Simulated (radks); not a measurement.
Values are calculated unless marked as measured or tabulated.
Problem. Orbital eigenvalues (eV) of neutral dysprosium, [Xe] 4f10 6s2, of relativity; Dirac values are averaged over j with weights 2j + 1. Spin-unpolarised spherical Kohn-Sham, LDA (Slater exchange, Perdew-Wang correlation), point nucleus unless stated (finite: rms radius 5.2218 fm), a radial shooting solver on a logarithmic mesh with Libxc functionals. A level marked "c x" has the speed of light scaled by that factor and shares open shells by 2j + 1; other Dirac levels either fill j = l - 1/2 first or share by 2j + 1.

| shell | non-rel. |
|---|---|
| 3s | -1776.9 |
| 3p | -1608.0 |
| 3d | -1292.2 |
| 4s | -341.53 |
| 4p | -274.67 |
| 4d | -154.73 |
| 5s | -42.117 |
| 5p | -24.580 |
| 4f | -7.2134 |
| 6s | -3.6144 |
| 5d (empty) | -2.0486 |
| 6p (empty) | -1.3734 |

Give the values at the level "Dirac, c x 100".

Solution. 
shell       Dirac, c x 100  change of magnitude (%)
3s                 -1776.9                    0.00
3p                 -1608.0                    0.00
3d                 -1292.2                    0.00
4s                 -341.54                    0.00
4p                 -274.67                    0.00
4d                 -154.73                    0.00
5s                 -42.118                    0.00
5p                 -24.580                    0.00
4f                 -7.2130                    -0.01
6s                 -3.6145                    0.00
5d (empty)         -2.0486                    0.00
6p (empty)         -1.3734                    0.00
